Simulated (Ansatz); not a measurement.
Ansatz results at the PBE0-D4/def2-TZVP geometry: HOMO–LUMO gap (PBE0/def2-TZVPP) 11.66 eV; size of the dipole moment (PBE/def2-TZVPP) 1.72 D; LUMO energy (B3LYP/def2-TZVPP) 1.36 eV.

(1) Which molecule gave them?
A. `CCCOCF`
B. `FCF`
C. `CC(C)F`
D. `CC(F)(CF)C(F)F`

Answers

(1) B. The others give `CC(F)(CF)C(F)F`: 10.62, 2.12, 0.86; `CCCOCF`: 9.58, 1.52, 0.94; `CC(C)F`: 10.44, 1.78, 0.91.

B3LYP here is the variant with VWN-RPA as its local correlation; programs differ in this.
